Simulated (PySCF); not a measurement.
Molecule: SMILES FC(F)(F)C[SiH3], C2H5F3Si.

Atoms are numbered as in `[F:1][C:2]([F:3])([F:4])[CH2:5][SiH3:6]`. Each H is labelled by its parent atom.

Geometry PBE0-D3(BJ)/def2-SVP throughout; GIAO in PySCF, gas phase, one conformer, non-relativistic; equivalent atoms averaged; functional PBE0.

For orientation, aug-cc-pVDZ gives these shifts δ (against CFCl3, TMS at the same level): F1/F3/F4 -66.5, C2 127.7, C5 17.6, Si6 -67.3, H(Si6) 4.11, H(C5) 1.67 ppm.

A run gave: F1/F3/F4 -67.8, C2 134.5, C5 18.3, Si6 -71.5, H(Si6) 4.24, H(C5) 1.57 ppm (shifts δ (against CFCl3, TMS at the same level)).

Q: Which basis set was used in that run?
A. cc-pVDZ
B. def2-TZVP
C. 6-311+G(2d,p)
D. 6-31G
E. pcSseg-0

A: B. C2 tells them apart best: def2-TZVP gives 134.5, 6-31G gives 130.5, cc-pVDZ gives 127.4, 6-311+G(2d,p) gives 130.8, pcSseg-0 gives 148.6 ppm.
